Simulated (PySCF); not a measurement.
Steps of a relaxation of Yb(NH2)3

Yb(NH2)3 (singlet in the valence; each metal's 4f electrons, 13 of them, lie in its core potential, out of spins and levels; a saddle point, relaxed within its symmetry). PySCF 2.14.0, RKS BP86, Yb lcecp-1-SVP with ECP59, N def2-SVP, H def2-SVP; non-relativistic Hamiltonian with scalar-relativistic core potentials where named; density fitting; no spin-orbit coupling. Origin of the start: template. Columns: position (Å) and force (eV/Å). Energies are counted from the last step; some of the 4 steps are shown. Forces carry noise of the integration grid, about 0.01 to 0.03 eV/Å.

Run from Python with OMP_NUM_THREADS=2. Where DIIS fails, smearing, a level shift and second-order steps follow.
It took 18 s on 2 threads of Arm Neoverse V1 (shared host), from the converged density of the start.

```xyz
10
step 0  E = 0.104 eV
Yb    0.0000    0.0000    0.0000     0.00    0.00    0.00
N     2.2118    0.0000    0.0000    -1.59    0.00    0.00
H     2.8018    0.0001    0.8300     0.48    0.00    0.16
H     2.8018    0.0001   -0.8300     0.48    0.00   -0.16
N    -1.1059    1.9154    0.0000     0.80   -1.38    0.00
H    -1.4009    2.4264    0.8300    -0.24    0.41    0.16
H    -1.4009    2.4264   -0.8300    -0.24    0.41   -0.16
N    -1.1058   -1.9155    0.0000     0.80    1.38    0.00
H    -1.4008   -2.4264    0.8300    -0.24   -0.41    0.16
H    -1.4008   -2.4264   -0.8300    -0.24   -0.41   -0.16
```

```xyz
10
step 1  E = 0.020 eV
Yb    0.0000    0.0000    0.0000     0.00    0.00    0.00
N     2.1855    0.0000    0.0000    -0.55    0.00    0.00
H     2.8019    0.0001    0.8240     0.13    0.00   -0.08
H     2.8019    0.0001   -0.8240     0.13    0.00    0.08
N    -1.0928    1.8927    0.0000     0.28   -0.48    0.00
H    -1.4010    2.4265    0.8240    -0.06    0.11   -0.08
H    -1.4010    2.4265   -0.8240    -0.06    0.11    0.08
N    -1.0927   -1.8927    0.0000     0.28    0.48    0.00
H    -1.4009   -2.4265    0.8240    -0.06   -0.11   -0.08
H    -1.4009   -2.4265   -0.8240    -0.06   -0.11    0.08
```

```xyz
10
step 2  E = 0.000 eV
Yb    0.0000    0.0000    0.0000     0.00    0.00    0.00
N     2.1645    0.0000    0.0000     0.06    0.00    0.00
H     2.8011    0.0001    0.8119    -0.03    0.00   -0.03
H     2.8011    0.0001   -0.8119    -0.03    0.00    0.03
N    -1.0823    1.8745    0.0000    -0.03    0.05    0.00
H    -1.4006    2.4258    0.8119     0.02   -0.02   -0.03
H    -1.4006    2.4258   -0.8119     0.02   -0.02    0.03
N    -1.0822   -1.8745    0.0000    -0.03   -0.05    0.00
H    -1.4005   -2.4258    0.8119     0.02    0.02   -0.03
H    -1.4005   -2.4258   -0.8119     0.02    0.02    0.03
```

Problem. Where does the relaxation end?

Solution. It converges at step 3 in D3h:
```xyz
10
step 3  E = 0
Yb    0.0000    0.0000    0.0000
N     2.1651    0.0000    0.0000
H     2.8007    0.0001    0.8115
H     2.8007    0.0001   -0.8115
N    -1.0826    1.8750    0.0000
H    -1.4004    2.4255    0.8115
H    -1.4004    2.4255   -0.8115
N    -1.0825   -1.8750    0.0000
H    -1.4003   -2.4255    0.8115
H    -1.4003   -2.4255   -0.8115
```

Problem. How did the contacts change?

Solution. 
| contact | start (Å) | end (Å) |
| --- | --- | --- |
| Yb1–N2 (NH2) | 2.212 | 2.165 |
| Yb1–N5 (NH2) | 2.212 | 2.165 |
| Yb1–N8 (NH2) | 2.212 | 2.165 |


An lcecp potential fixes the number of 4f electrons, so in runs with it no electron can move into or out of that shell.
